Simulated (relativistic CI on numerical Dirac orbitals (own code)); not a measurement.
## Hf2+: N6,7 absorption edge

Computed with this model: Dirac-Coulomb-Breit CI, KLI orbitals optimised for each configuration, a model potential for QED, valence Slater integrals scaled by 0.9, multiplet model of core-to-valence dipole absorption; configurations [Xe] 4f14 5d2 → [Xe] 4f13 5d3; 80 K; Lorentzian 0.18 eV and Gaussian 0.3 eV FWHM. Energies are those of the free ion, without screening or charge transfer. The branching ratio is the share of the lower-energy edge in the whole absorption, uncertain by about 0.02 where the edges overlap. S is read from ⟨S²⟩ = S(S + 1).

Field parameters in Wybourne normalisation: D3d B²₀ = −7Dσ, B⁴₀ = −14Dq − 21Dτ, B⁴₃ = −14√(10/7) Dq. The field is a parameter set, without covalency.

free ion: ground-state S = 0.98, centroid 16.38 eV. Peaks (eV, height): 14.5 (11), 16.2 (79), 17.1 (100).

D3d, 10Dq = 33250, Dσ = -1200, Dτ = -300 cm⁻¹: ground-state S = 0.99, centroid 17.03 eV. Peaks (eV, height): 13.2 (28), 14.5 (40), 15.0 (29), 16.6 (39), 18.4 (100), 19.2 (53).

D3d, 10Dq = 33250, Dσ = 1200, Dτ = -300 cm⁻¹: ground-state S = 0.99, centroid 16.94 eV. Peaks (eV, height): 12.3 (16), 13.5 (43), 14.0 (61), 15.0 (32), 16.6 (48), 17.3 (46), 18.3 (100), 19.1 (74).

Strongest unbroadened transitions for D3d, 10Dq = 33250, Dσ = 1200, Dτ = -300 cm⁻¹:

| Energy (eV) | Relative strength |
| --- | --- |
| 12.40 | 34.5 |
| 13.93 | 71.4 |
| 13.94 | 100.0 |
| 13.95 | 71.4 |
| 14.17 | 45.5 |
| 15.08 | 39.4 |
| 16.66 | 78.6 |
| 17.99 | 41.4 |
| 18.02 | 33.9 |
| 18.08 | 31.3 |
| 18.28 | 31.7 |
| 18.38 | 34.9 |
| 18.43 | 52.3 |
| 18.45 | 33.2 |
| 18.78 | 32.9 |
| 18.79 | 40.3 |
| 18.85 | 34.0 |
| 19.16 | 40.3 |
